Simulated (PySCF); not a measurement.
PySCF job for BrH₅N₂OSi, SMILES O[Si](N)(Br)N, TDA-PBE0/def2-SVPD. Geometry: PBE0-D3(BJ)/def2-SVP. This is a generated structure with no PubChem entry under its InChIKey; it may be hypothetical. The values are those of a single conformer.

```python
import numpy as np
from pyscf import gto, scf, dft, tdscf

mol = gto.M(
    atom='''
    N    -1.24908549    1.67019974    0.78106849
    Si   -0.12158608    0.40096220    0.74655946
    N     1.42177421    1.04623756    1.07738098
    O    -0.77273404   -0.74542762    1.75093990
    Br    0.19043253   -0.66342651   -1.22316853
    H    -1.05302312    2.54622409    0.31391177
    H    -2.23997749    1.47361195    0.84961109
    H     2.26215589    0.61234309    0.71774982
    H     1.58339924    1.57637871    1.92596819
    H    -0.54243638   -1.65374118    1.53515952
    ''',
    basis='def2-SVPD',
    charge=0,
    spin=0,
    max_memory=1600,
    verbose=4,
)
mf = dft.RKS(mol, xc='pbe0').density_fit(auxbasis='def2-universal-jkfit')
mf.grids.level = 3
mf.conv_tol = 1e-9
mf.max_cycle = 100
mf.kernel()
mf.grids = dft.Grids(mol).set(level=1).build(with_non0tab=True)  # coarser grid for the response kernel
td = tdscf.TDA(mf)
td.singlet = True
td.nstates = 10
td.conv_tol = 1e-4
td.positive_eig_threshold = 1e-6
td.kernel(x0=td.get_init_guess(mf, 15))
td.analyze()
tt = tdscf.TDA(mf)
tt.singlet = False
tt.nstates = 4
tt.conv_tol = 1e-4
tt.positive_eig_threshold = 1e-6
tt.kernel(x0=tt.get_init_guess(mf, 9))
tt.analyze(verbose=3)
```

Output:

```
PySCF version 2.14.0

[INPUT] verbose = 4
[INPUT] num. atoms = 10
[INPUT] num. electrons = 76
[INPUT] charge = 0
[INPUT] spin (= nelec alpha-beta = 2S) = 0
[INPUT] symmetry False subgroup None
[INPUT] Mole.unit = angstrom
[INPUT] Symbol           X                Y                Z      unit          X                Y                Z       unit  Magmom
[INPUT]  1 N     -1.249085490000   1.670199740000   0.781068490000 AA   -2.360429482268   3.156220081920   1.476005530628 Bohr   0.0
[INPUT]  2 Si    -0.121586080000   0.400962200000   0.746559460000 AA   -0.229764391759   0.757708744303   1.410792915103 Bohr   0.0
[INPUT]  3 N      1.421774210000   1.046237560000   1.077380980000 AA    2.686763867870   1.977102449633   2.035954984016 Bohr   0.0
[INPUT]  4 O     -0.772734040000  -0.745427620000   1.750939900000 AA   -1.460255702729  -1.408654047486   3.308796871573 Bohr   0.0
[INPUT]  5 Br     0.190432530000  -0.663426510000  -1.223168530000 AA    0.359865326908  -1.253694407676  -2.311453525887 Bohr   0.0
[INPUT]  6 H     -1.053023120000   2.546224090000   0.313911770000 AA   -1.989925299635   4.811666181870   0.593207272577 Bohr   0.0
[INPUT]  7 H     -2.239977490000   1.473611950000   0.849611090000 AA   -4.232943981291   2.784722999386   1.605532272493 Bohr   0.0
[INPUT]  8 H      2.262155890000   0.612343090000   0.717749820000 AA    4.274855083172   1.157160734370   1.356350585756 Bohr   0.0
[INPUT]  9 H      1.583399240000   1.576378710000   1.925968190000 AA    2.992190909444   2.978924030495   3.639552403724 Bohr   0.0
[INPUT] 10 H     -0.542436380000  -1.653741180000   1.535159520000 AA   -1.025056198201  -3.125117911115   2.901031050319 Bohr   0.0

nuclear repulsion = 443.929948070504
number of shells = 70
number of NR pGTOs = 268
number of NR cGTOs = 168
basis = def2-SVPD
ecp = {}


******** <class 'pyscf.df.df_jk.DFRKS'> ********
method = DFRKS
initial guess = minao
damping factor = 0
level_shift factor = 0
DIIS = <class 'pyscf.scf.diis.CDIIS'>
diis_start_cycle = 1
diis_space = 8
diis_damp = 0
SCF conv_tol = 1e-09
SCF conv_tol_grad = None
SCF max_cycles = 100
direct_scf = False
XC library pyscf.dft.libxc version 7.1.2
    S. Lehtola, C. Steigemann, M. J. T. Oliveira, and M. A. L. Marques,  SoftwareX 7, 1–5 (2018)
XC functionals = pbe0
    C. Adamo and V. Barone,  J. Chem. Phys. 110, 6158 (1999)
    M. Ernzerhof and G. E. Scuseria,  J. Chem. Phys. 110, 5029 (1999)
radial grids:
    Treutler-Ahlrichs [JCP 102, 346 (1995); DOI:10.1063/1.469408] (M4) radial grids

becke partition: Becke, JCP 88, 2547 (1988); DOI:10.1063/1.454033
pruning grids: <function nwchem_prune>
grids dens level: 3
symmetrized grids: False
atomic radii adjust function: <function treutler_atomic_radii_adjust>
small_rho_cutoff = 0
Set gradient conv threshold to 3.16228e-05
Initial guess from minao.
tot grids = 130536
******** <class 'pyscf.df.df.DF'> ********
auxbasis = def2-universal-jkfit
init E= -3049.73136000924
  HOMO = -0.326133325093447  LUMO = -0.0393295293701481  gap/eV = 7.80433
cycle= 1 E= -3050.28911095917  delta_E= -0.558  |g|= 0.795  |ddm|= 4.21
  HOMO = -0.19331791625142  LUMO = 0.0132250509290959  gap/eV = 5.62032
cycle= 2 E= -3050.13806908879  delta_E= 0.151  |g|= 1.18  |ddm|=  2.2
  HOMO = -0.277912374036529  LUMO = -0.000345923822874017  gap/eV = 7.55297
cycle= 3 E= -3050.41185384769  delta_E= -0.274  |g|= 0.111  |ddm|= 1.28
  HOMO = -0.288741371839153  LUMO = 2.8752908479035e-05  gap/eV = 7.85784
cycle= 4 E= -3050.41426538223  delta_E= -0.00241  |g|= 0.0481  |ddm|= 0.182
  HOMO = -0.286041194881681  LUMO = 0.000489509777877206  gap/eV = 7.79690
cycle= 5 E= -3050.41471397474  delta_E= -0.000449  |g|= 0.00772  |ddm|= 0.0586
  HOMO = -0.285664312271265  LUMO = 0.000568871861077902  gap/eV = 7.78880
cycle= 6 E= -3050.41472880227  delta_E= -1.48e-05  |g|= 0.00414  |ddm|= 0.0174
  HOMO = -0.285657744570834  LUMO = 0.000599114731125283  gap/eV = 7.78945
cycle= 7 E= -3050.41473174894  delta_E= -2.95e-06  |g|= 0.000382  |ddm|= 0.00538
  HOMO = -0.285718687252086  LUMO = 0.00057075821805519  gap/eV = 7.79033
cycle= 8 E= -3050.41473177705  delta_E= -2.81e-08  |g|= 0.000201  |ddm|= 0.00104
  HOMO = -0.285703112983275  LUMO = 0.000577632108299309  gap/eV = 7.79010
cycle= 9 E= -3050.41473178828  delta_E= -1.12e-08  |g|= 2.11e-05  |ddm|= 0.000347
  HOMO = -0.285703405303575  LUMO = 0.000577357392538058  gap/eV = 7.79010
cycle= 10 E= -3050.41473178841  delta_E= -1.23e-10  |g|= 4.47e-06  |ddm|= 4.18e-05
  HOMO = -0.285703458389939  LUMO = 0.000577525597031059  gap/eV = 7.79010
Extra cycle  E= -3050.4147317884  delta_E= 8.64e-12  |g|= 5.37e-06  |ddm|= 1.27e-05
converged SCF energy = -3050.4147317884
tot grids = 41528
Overwritten attributes  positive_eig_threshold  of <class 'pyscf.tdscf.rks.TDA'>


******** <class 'pyscf.tdscf.rks.TDA'> for <class 'pyscf.df.df_jk.DFRKS'> ********
nstates = 10 singlet
deg_eia_thresh = 1.000e-03
wfnsym = None
conv_tol = 0.0001
eigh lindep = 1e-12
eigh level_shift = 0
eigh max_cycle = 100


Excitation energies (eV)
[6.63351612 6.74880749 7.24834133 7.41355145 7.54078168 7.68694411
 7.79829817 7.82227193 7.95940379 8.02685633]

** Singlet excitation energies and oscillator strengths **
Excited State   1:      6.63352 eV    186.91 nm  f=0.0207
      37 -> 39       -0.16747
      38 -> 39        0.67431
Excited State   2:      6.74881 eV    183.71 nm  f=0.0409
      37 -> 39       -0.66869
      38 -> 39       -0.16819
Excited State   3:      7.24834 eV    171.05 nm  f=0.0872
      36 -> 39        0.66869
      37 -> 41        0.13565
Excited State   4:      7.41355 eV    167.24 nm  f=0.0560
      35 -> 39       -0.38651
      37 -> 40       -0.17825
      37 -> 42       -0.11371
      38 -> 40        0.47157
      38 -> 41       -0.21456
Excited State   5:      7.54078 eV    164.42 nm  f=0.0479
      35 -> 39        0.37385
      36 -> 39       -0.12968
      37 -> 40       -0.47565
      37 -> 41        0.15890
      37 -> 43        0.13109
      38 -> 40        0.16445
      38 -> 42        0.12151
Excited State   6:      7.68694 eV    161.29 nm  f=0.0589
      35 -> 39        0.38926
      36 -> 40        0.10115
      37 -> 40        0.36938
      38 -> 40        0.38707
      38 -> 42       -0.10720
Excited State   7:      7.79830 eV    158.99 nm  f=0.0034
      35 -> 39       -0.17873
      35 -> 40        0.11272
      37 -> 42        0.20000
      38 -> 40        0.19035
      38 -> 41        0.57077
Excited State   8:      7.82227 eV    158.50 nm  f=0.0190
      36 -> 40        0.19213
      37 -> 39        0.11596
      37 -> 40        0.15933
      37 -> 41        0.38025
      37 -> 42       -0.21077
      38 -> 42        0.41544
Excited State   9:      7.95940 eV    155.77 nm  f=0.0054
      36 -> 39        0.10792
      36 -> 40        0.60429
      36 -> 43       -0.12137
      37 -> 40       -0.10562
      37 -> 42        0.20178
Excited State  10:      8.02686 eV    154.46 nm  f=0.0041
      35 -> 40        0.18839
      36 -> 40       -0.10032
      37 -> 41       -0.29627
      37 -> 42        0.28908
      38 -> 41       -0.21461
      38 -> 42        0.44418

** Transition electric dipole moments (AU) **
state          X           Y           Z        Dip. S.      Osc.
  1         0.0924     -0.1961     -0.2830      0.1271      0.0207
  2        -0.1744      0.4260      0.1881      0.2473      0.0409
  3         0.4867      0.4615     -0.2030      0.4911      0.0872
  4        -0.2151      0.3446     -0.3787      0.3084      0.0560
  5         0.1476     -0.2314      0.4286      0.2590      0.0479
  6        -0.1201      0.1815      0.5151      0.3127      0.0589
  7         0.0820      0.0262      0.1009      0.0176      0.0034
  8        -0.2072      0.1046     -0.2121      0.0989      0.0190
  9         0.1436     -0.0574     -0.0605      0.0276      0.0054
 10        -0.0057      0.0500      0.1352      0.0208      0.0041

** Transition velocity dipole moments (imaginary part, AU) **
state          X           Y           Z        Dip. S.      Osc.
  1         0.0186     -0.0416     -0.0682      0.0067      0.0184
  2        -0.0407      0.0956      0.0413      0.0125      0.0336
  3         0.1198      0.1155     -0.0470      0.0299      0.0748
  4        -0.0500      0.0897     -0.1060      0.0218      0.0533
  5         0.0479     -0.0410      0.1024      0.0145      0.0348
  6        -0.0382      0.0402      0.1057      0.0143      0.0336
  7         0.0161     -0.0039      0.0237      0.0008      0.0019
  8        -0.0582      0.0351     -0.0534      0.0075      0.0173
  9         0.0040     -0.0339     -0.0005      0.0012      0.0027
 10        -0.0058      0.0121      0.0305      0.0011      0.0025

** Transition magnetic dipole moments (imaginary part, AU) **
state          X           Y           Z
  1         0.9370      0.0456     -0.4694
  2         0.0236     -0.8338     -0.0779
  3        -0.1099      0.0938     -0.4537
  4         0.3075     -0.1016     -0.2186
  5         0.2078     -0.2743      0.2695
  6         0.3117      0.3799     -0.0583
  7        -0.1932     -0.2306      0.1048
  8        -0.0773     -0.0533     -0.0608
  9        -0.2887      0.0589     -0.1490
 10        -0.0015      0.1155      0.0590


******** <class 'pyscf.tdscf.rks.TDA'> for <class 'pyscf.df.df_jk.DFRKS'> ********
nstates = 4 triplet
deg_eia_thresh = 1.000e-03
wfnsym = None
conv_tol = 0.0001
eigh lindep = 1e-12
eigh level_shift = 0
eigh max_cycle = 100


Excitation energies (eV)
[6.37310254 6.44330699 6.91153688 6.98855759]

** Triplet excitation energies and oscillator strengths **
Excited State   1:      6.37310 eV    194.54 nm  f=0.0000
Excited State   2:      6.44331 eV    192.42 nm  f=0.0000
Excited State   3:      6.91154 eV    179.39 nm  f=0.0000
Excited State   4:      6.98856 eV    177.41 nm  f=0.0000
```

Self-consistency was reached.
